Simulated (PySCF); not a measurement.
## A scan of TiCl⁺ with bad points

UHF; Ti def2-TZVPPD, Cl def2-TZVPPD; no relativity (PySCF 2.14); triplet, unpaired electrons π ↑, δ ↑ requested.

| R (Å) | E (eV) | ⟨S²⟩ | ⟨Lz²⟩ | μ (D) |
| --- | --- | --- | --- | --- |
| 1.878 | 1.926 | 2.01 | 4.62 | -7.18 |
| 1.966 | 1.007 | 2.01 | 4.62 | -7.83 |
| 2.053 | 9.721 | 2.04 | 1.05 | -7.03 |
| 2.119 | 0.186 | 2.01 | 4.59 | -8.94 |
| 2.184 | 0.048 | 2.01 | 4.57 | -9.40 |
| 2.249 | 0.000 | 2.01 | 4.55 | -9.85 |
| 2.337 | 0.042 | 2.01 | 4.53 | -10.44 |
| 2.446 | 0.218 | 2.01 | 4.49 | -11.17 |
| 2.577 | 0.543 | 2.01 | 4.45 | -12.02 |
| 2.752 | 1.077 | 2.01 | 4.40 | -13.10 |

The run flagged 2.053 Å: there the SCF either missed its threshold or ended in another occupation than the one requested, so the fit leaves that out.
